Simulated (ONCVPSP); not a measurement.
## u(r) = r·R(r): atom against pseudo-atom (V (Z = 23))

Columns: radius, all-electron u(r) and pseudo u(r) of the 3p shell (level -77.29 eV) of vanadium in the configuration [Ne] 3s2 3p6 3d2; PBE, scalar-relativistic, ONCV scheme, ONCVPSP 4.0.1.

```csv
r (bohr),all-electron,pseudo
0.105,-0.4616,0.0468
0.210,-0.5075,0.1775
0.315,-0.1415,0.3668
0.420,0.3074,0.5791
0.525,0.6762,0.7783
0.630,0.9214,0.9351
0.735,1.0489,1.0325
0.840,1.0847,1.0675
0.945,1.0567,1.0473
1.050,0.9892,0.9861
1.155,0.9004,0.8998
1.260,0.8027,0.8026
1.365,0.7044,0.7043
1.470,0.6105,0.6104
1.575,0.5240,0.5239
1.680,0.4462,0.4461
1.785,0.3774,0.3774
1.890,0.3175,0.3175
1.995,0.2659,0.2658
2.100,0.2217,0.2217
2.205,0.1842,0.1842
2.310,0.1526,0.1526
2.415,0.1260,0.1260
2.520,0.1038,0.1038
2.625,0.0852,0.0852
2.730,0.0699,0.0699
```

Problem. How many radial nodes do the two functions have?

Solution. The all-electron 3p function has n − l − 1 = 1; the pseudo-wave has 0, since the states of the same l below it are removed with the core.

Problem. At about which radius was the pseudo-wave matched?

Solution. 1.30 bohr, where the columns begin to agree (steps of 0.10 bohr).

Problem. Is the pseudo-wave norm-conserving?

Solution. Yes: the ONCV scheme keeps the norm inside the radius equal to the all-electron one, which fixes the energy derivative of the logarithmic derivative at the level.
